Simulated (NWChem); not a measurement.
All runs are NWChem calculations. System: HTe, charge 0, spin multiplicity 2, at a geometry optimised with UPBE0/def2-SVP with def2 effective core potentials on Te. The structure started from a generated list of species. Its SCF solution wasn't tested for a lower state. Level: UPBE/def2-TZVP with def2 effective core potentials on Te.

Part of the output:

```
             Northwest Computational Chemistry Package (NWChem) 7.3.0
             --------------------------------------------------------

                                NWChem Input Module
                                -------------------

 Scaling coordinates for geometry "geometry" by  1.889725989
 (inverse scale =  0.529177249)

 Turning off AUTOSYM since
 SYMMETRY directive was detected!

                             Geometry "geometry" -> ""
                             -------------------------

 Output coordinates in angstroms (scale by  1.889725989 to convert to a.u.)

  No.       Tag          Charge          X              Y              Z
 ---- ---------------- ---------- -------------- -------------- --------------
    1 Te                  52.0000     0.00000000     0.00000000     0.03145100
    2 H                    1.0000     0.00000000     0.00000000    -1.63545900

 Effective nuclear repulsion energy (a.u.)      16.5079200125

            Nuclear Dipole moment (a.u.)
            ----------------------------
        X                 Y               Z
 ---------------- ---------------- ----------------
     0.0000000000     0.0000000000    -0.0000132281

      Symmetry information
      --------------------

 Group name             C2v
 Group number             16
 Group order               4
 No. of unique centers     2

      Symmetry unique atoms

     1    2


 Summary of "ao basis" -> "" (spherical)
 ------------------------------------------------------------------------------
       Tag                 Description            Shells   Functions and Types
 ---------------- ------------------------------  ------  ---------------------
 *                         def2-tzvp                  on all atoms

 Summary of "ao basis" -> "ao basis" (spherical)
 ------------------------------------------------------------------------------
       Tag                 Description            Shells   Functions and Types
 ---------------- ------------------------------  ------  ---------------------
 Te                        def2-tzvp                16       50   6s5p3d2f
 H                         def2-tzvp                 4        6   3s1p

 Summary of "ao basis" -> "ao basis" (spherical)
 ------------------------------------------------------------------------------
       Tag                 Description            Shells   Functions and Types
 ---------------- ------------------------------  ------  ---------------------
 Te                        def2-tzvp                16       50   6s5p3d2f
 H                         def2-tzvp                 4        6   3s1p

      Symmetry analysis of basis
      --------------------------

        a1         25
        a2          5
        b1         13
        b2         13

            General Information
            -------------------
          SCF calculation type: DFT
          Wavefunction type:  spin polarized.
          No. of atoms     :     2
          No. of electrons :    25
           Alpha electrons :    13
            Beta electrons :    12
          Charge           :     0
          Spin multiplicity:     2
          Use of symmetry is: on ; symmetry adaption is: on
          Maximum number of iterations: 100
          AO basis - number of functions:    56
                     number of shells:    20
          Convergence on energy requested:  1.00D-06
          Convergence on density requested:  1.00D-05
          Convergence on gradient requested:  5.00D-04

              XC Information
              --------------
          PerdewBurkeErnzerhof Exchange Functional  1.000
            Perdew 1991 LDA Correlation Functional  1.000 local
           PerdewBurkeErnz. Correlation Functional  1.000 non-local

             Grid Information
             ----------------
          Grid used for XC integration:  medium
          Radial quadrature: Mura-Knowles
          Angular quadrature: Lebedev.
          Tag              B.-S. Rad. Rad. Pts. Rad. Cut. Ang. Pts.
          ---              ---------- --------- --------- ---------
          Te                  1.40      123           8.0       590
          H                   0.35       45           8.0       434
[...]
     5     -0.218994  1 Te s                 15      0.216020  1 Te pz
     2     -0.186652  1 Te s                  3      0.166336  1 Te s

 Vector   15  Occ=0.000000D+00  E= 1.031711D-01  Symmetry=a1
              MO Center=  4.4D-14, -3.9D-14, -4.0D-01, r^2= 6.9D+00
   Bfn.  Coefficient  Atom+Function         Bfn.  Coefficient  Atom+Function
  ----- ------------  ---------------      ----- ------------  ---------------
    21      1.325642  1 Te pz                18     -1.101938  1 Te pz
    53     -0.329732  2 H  s                  5      0.224323  1 Te s
    12      0.211545  1 Te pz                34      0.202222  1 Te d  0
    52      0.171481  2 H  s                  6     -0.083286  1 Te s
     4     -0.075355  1 Te s                 24     -0.072457  1 Te d  0

 Vector   16  Occ=0.000000D+00  E= 1.135579D-01  Symmetry=b1
              MO Center=  3.4D-15, -1.9D-15,  1.2D-02, r^2= 7.2D+00
   Bfn.  Coefficient  Atom+Function         Bfn.  Coefficient  Atom+Function
  ----- ------------  ---------------      ----- ------------  ---------------
    19      1.545913  1 Te px                16     -1.235260  1 Te px
    10      0.261914  1 Te px                13     -0.092969  1 Te px
     7      0.041624  1 Te px                35      0.027847  1 Te d  1

                     DFT Final Beta Molecular Orbital Analysis
                     -----------------------------------------

 Vector   10  Occ=1.000000D+00  E=-5.646577D-01  Symmetry=a1
              MO Center=  4.6D-16,  5.7D-17, -2.7D-01, r^2= 1.4D+00
   Bfn.  Coefficient  Atom+Function         Bfn.  Coefficient  Atom+Function
  ----- ------------  ---------------      ----- ------------  ---------------
     5      0.779959  1 Te s                  2      0.645382  1 Te s
     3     -0.544349  1 Te s                  6      0.389346  1 Te s
     1     -0.385473  1 Te s                  4     -0.362270  1 Te s
    52      0.116724  2 H  s                 51      0.083273  2 H  s
    12      0.058521  1 Te pz                15     -0.049087  1 Te pz

 Vector   11  Occ=1.000000D+00  E=-3.235646D-01  Symmetry=a1
              MO Center= -6.9D-16, -2.7D-16, -4.4D-01, r^2= 2.3D+00
   Bfn.  Coefficient  Atom+Function         Bfn.  Coefficient  Atom+Function
  ----- ------------  ---------------      ----- ------------  ---------------
    12      0.331532  1 Te pz                18     -0.329051  1 Te pz
    52      0.292511  2 H  s                 15     -0.279863  1 Te pz
     5     -0.269658  1 Te s                  6     -0.258312  1 Te s
     2     -0.226137  1 Te s                  3      0.196087  1 Te s
    51      0.165331  2 H  s                 53      0.158279  2 H  s

 Vector   12  Occ=1.000000D+00  E=-1.975355D-01  Symmetry=b2
              MO Center= -5.4D-16, -1.2D-15, -6.0D-04, r^2= 2.4D+00
   Bfn.  Coefficient  Atom+Function         Bfn.  Coefficient  Atom+Function
  ----- ------------  ---------------      ----- ------------  ---------------
    17      0.519702  1 Te py                11     -0.431294  1 Te py
    14      0.363751  1 Te py                20      0.311913  1 Te py
     8     -0.069295  1 Te py

 Vector   13  Occ=0.000000D+00  E=-1.915295D-01  Symmetry=b1
              MO Center=  1.1D-14, -2.5D-15,  1.8D-03, r^2= 2.4D+00
   Bfn.  Coefficient  Atom+Function         Bfn.  Coefficient  Atom+Function
  ----- ------------  ---------------      ----- ------------  ---------------
    16      0.506931  1 Te px                10     -0.436566  1 Te px
    13      0.377434  1 Te px                19      0.315078  1 Te px
     7     -0.070090  1 Te px

 Vector   14  Occ=0.000000D+00  E=-3.702972D-02  Symmetry=a1
              MO Center=  1.4D-16,  3.9D-16, -3.2D-01, r^2= 4.1D+00
   Bfn.  Coefficient  Atom+Function         Bfn.  Coefficient  Atom+Function
  ----- ------------  ---------------      ----- ------------  ---------------
    53      1.166253  2 H  s                 21      0.729921  1 Te pz
     6     -0.618260  1 Te s                 18      0.478117  1 Te pz
    12     -0.267865  1 Te pz                52      0.249777  2 H  s
     5     -0.245270  1 Te s                 15      0.222337  1 Te pz
     2     -0.204269  1 Te s                  3      0.183506  1 Te s

 Vector   15  Occ=0.000000D+00  E= 1.086678D-01  Symmetry=a1
              MO Center= -5.5D-14, -3.3D-16, -3.5D-01, r^2= 7.1D+00
   Bfn.  Coefficient  Atom+Function         Bfn.  Coefficient  Atom+Function
  ----- ------------  ---------------      ----- ------------  ---------------
    21      1.350965  1 Te pz                18     -1.115654  1 Te pz
    53     -0.316606  2 H  s                 12      0.211414  1 Te pz
    34      0.179655  1 Te d  0              52      0.179923  2 H  s
     5      0.135701  1 Te s                 24     -0.067979  1 Te d  0
    15     -0.051077  1 Te pz                 4     -0.048127  1 Te s

   alpha - beta orbital overlaps
   -----------------------------

   alpha      1      2      3      4      5      6      7      8      9     10
    beta      1      2      3      4      5      6      7      8      9     10
 overlap   1.000  1.000  1.000  1.000  0.985  1.000  1.000  1.000  0.985  0.999

   alpha     11     12     13     14     15     16     17     18     19     20
    beta     11     13     12     14     15     17     16     18     20     19
 overlap   0.999  0.999  1.000  0.999  0.997  0.999  1.000  0.867  1.000  1.000

   alpha     21     22     23     24     25     26     27     28     29     30
    beta     21     22     23     24     26     25     28     27     30     29
 overlap   1.000  0.865  0.996  0.999  0.983  0.958  0.986  1.000  0.983  0.958

   alpha     31     32     33     34     35     36     37     38     39     40
    beta     31     33     32     34     36     35     38     37     39     40
 overlap   0.988  1.000  1.000  0.999  1.000  0.824  1.000  1.000  0.824  1.000

   alpha     41     42     43     44     45     46     47     48     49     50
    beta     41     42     43     45     44     47     46     48     49     50
 overlap   1.000  1.000  1.000  1.000  1.000  0.999  1.000  0.999  1.000  1.000

   alpha     51     52     53     54     55     56
    beta     51     52     53     54     55     56
 overlap   1.000  1.000  1.000  1.000  1.000  1.000

     --------------------------
     Expectation value of S2:
     --------------------------
      <S2> =      0.7527 (Exact =     0.7500)

 center of mass
 --------------
 x =   0.00000000 y =   0.00000000 z =   0.03518397

 moments of inertia (a.u.)
 ------------------
           9.923178852334           0.000000000000           0.000000000000
           0.000000000000           9.923178852334           0.000000000000
           0.000000000000           0.000000000000           0.000000000000

     Multipole analysis of the density
     ---------------------------------

     L   x y z        total         alpha         beta         nuclear
     -   - - -        -----         -----         ----         -------
     0   0 0 0     -0.000000    -13.000000    -12.000000     25.000000

     1   1 0 0     -0.000000     -0.000000     -0.000000      0.000000
     1   0 1 0     -0.000000     -0.000000     -0.000000      0.000000
     1   0 0 1     -0.045706      0.789264      0.829189     -1.664159

     2   2 0 0    -19.464903    -12.271968     -7.192936      0.000000
     2   1 1 0     -0.000000     -0.000000     -0.000000      0.000000
     2   1 0 1     -0.000000      0.000000     -0.000000      0.000000
     2   0 2 0    -22.668544    -12.037999    -10.630545      0.000000
     2   0 1 1     -0.000000     -0.000000     -0.000000      0.000000
     2   0 0 2    -19.012003    -14.986390    -13.662009      9.636396

 Task  times  cpu:        1.6s     wall:        1.6s

 Total times  cpu:        1.6s     wall:        1.6s
```

Question: Write an NWChem input that would produce this output.

Answer: This is not unique; one that fits is 
```
start mol
memory heap 200 mb stack 900 mb global 1100 mb
geometry units angstroms nocenter noautoz
  Te     0.000000     0.000000     0.031451
  H      0.000000     0.000000    -1.635459
  symmetry group C2v
end
basis spherical
  * library def2-tzvp
end
ecp
  Te library def2-ecp
end
dft
  xc xpbe96 cpbe96
  odft
  mult 2
  semidirect memsize 60000000 filesize 0
  iterations 100
end
task dft energy
```
